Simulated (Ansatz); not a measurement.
Abridged output of a molecular run in Ansatz:

```
Functional definition: HF
1695 factors; integrals over basis functions are off by at most 9.8e-4 eV
mean field evaluation 1: about -16444.1822 eV, gradient 5.6e1 eV
mean field evaluation 2: about -16444.4375 eV, gradient 5.6e1 eV
mean field evaluation 4: about -16450.2312 eV, gradient 4.2e0 eV
mean field evaluation 8: about -16450.3097 eV, gradient 3.1e-1 eV
mean field -16450.31005013 eV, -604.5377439217 hartree, gradient 3.5e-6 eV, S^2 0.000000; 0 other end points of the search recorded, 0 dependent functions left out
10 core orbitals not correlated: weight in the atoms' cores, before any rotation towards them, 1.000 or more for the frozen orbitals, at most 0.000 for the correlated occupied ones
reference -16450.31005013 eV, -604.5377439217 hartree; 18, 18 occupied and 253, 253 virtual orbitals, 1695 factors
second order -30.23735995 eV of doubles, -0.00000000 eV of singles
cycle   1  -30.39268171 eV  change   -1.6e-1 eV  update   1.1e-1
cycle   2  -31.04114403 eV  change   -6.5e-1 eV  update   3.1e-2
cycle   3  -31.19135266 eV  change   -1.5e-1 eV  update   1.6e-2
cycle   4  -31.17256257 eV  change    1.9e-2 eV  update   3.7e-3
cycle   5  -31.17095411 eV  change    1.6e-3 eV  update   1.8e-3
cycle   6  -31.17197259 eV  change   -1.0e-3 eV  update   5.4e-4
cycle   7  -31.17174229 eV  change    2.3e-4 eV  update   2.1e-4
cycle   8  -31.17163696 eV  change    1.1e-4 eV  update   6.4e-5
cycle   9  -31.17166192 eV  change   -2.5e-5 eV  update   2.6e-5
perturbative correction -1.05296270 eV, -0.0386956655 hartree
Total energy: -16482.53467475 eV, -605.7219770337 hartree
```

Its atoms:

```xyz
12

C    -1.0870   -1.7676    0.9310
B    -0.0693   -0.5952    0.8132
O    -0.0987    0.2425   -0.2583
Si    0.7812    1.5546   -0.6775
O     1.2789    1.4326   -2.2131
F    -0.1896    2.7997   -0.5033
H    -0.5522   -2.7200    1.0220
H    -1.7848   -1.8317    0.0945
H    -1.6583   -1.6712    1.8616
H     0.7661   -0.4028    1.6623
H     1.9649    1.7454    0.1687
H     0.6487    1.2137   -2.9011
```

(1) Which basis set was used?
A. def2-TZVPPD
B. def2-TZVPP
C. def2-SVP
D. def2-QZVPP

(2) Write the keys of the input that set method, charge and spin (a neutral closed shell needs none for the last two).

Results:

(1) B. It gives 281 functions.

(2) 
```yaml
correlation: {method: ccsd_t}
```
